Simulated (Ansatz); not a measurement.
Job for Ansatz (an electronic-structure program): R-wB97X-V/def2-TZVPP on HOSn (SMILES [OH+]=[Sn]). Charge +1. Elements past Kr take the def2 small-core potentials; no spin–orbit coupling.

Ansatz 0.2 input:
```yaml
crystal:
  periodic: [false, false, false]
  atoms:
    - {symbol: O, position_ang: [-1.57302184, -0.02019960, 0.00624682]}
    - {symbol: Sn, position_ang: [0.30241929, 0.00307529, -0.00087992]}
    - {symbol: H, position_ang: [-2.53678983, 0.00783205, -0.00597870]}
basis:
  gaussian:
    orbitals: def2-TZVPP
hamiltonian:
  xc: {name: wB97X-V}
total_charge: 1
accuracy: high
relax: {f_tol: 0.0005, max_steps: 60}
scf: {lower_state_search: off}
output: {forces: true}
```

**Question.** Predict the final total energy.

**Answer.** -289.8695 hartree.

**Question.** How many basis functions does it have, and what does it roughly cost on one machine?

**Answer.** 95 functions; around 60 core-seconds (rough).
